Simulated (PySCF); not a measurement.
SeHI, SMILES [SeH]I.

Coordinates come from a B3LYP-D3(BJ)/def2-TZVP optimisation. The def2 effective core potentials stand for the cores of I; spin–orbit coupling is left out.

Two levels are set side by side: PBE/def2-TZVPD (PySCF) and r2SCAN/def2-TZVPD (PySCF). Same geometry, gas phase. Differences are taken from unrounded values.

| quantity | PBE |
|---|---|
| orbital gap (eV) | 1.93 |
| highest occupied level (eV) | -5.70 |
| lowest empty level (eV) | -3.77 |
| dipole moment (D) | 0.69 |
| mean polarisability (bohr³) | 67.6 |

Problem. These are the PBE values. What does r2SCAN give? (The exact figures need the calculation; the answer reports its results.)

Solution. 
| quantity | r2SCAN | PBE minus r2SCAN |
|---|---|---|
| orbital gap (eV) | 2.26 | -0.33 |
| highest occupied level (eV) | -5.95 | 0.25 |
| lowest empty level (eV) | -3.69 | -0.08 |
| dipole moment (D) | 0.75 | -0.06 |
| mean polarisability (bohr³) | 65.5 | 2.1 |

Rough cost on one machine, each run with all the roots and properties that it gave: r2SCAN against PBE about 3 times.
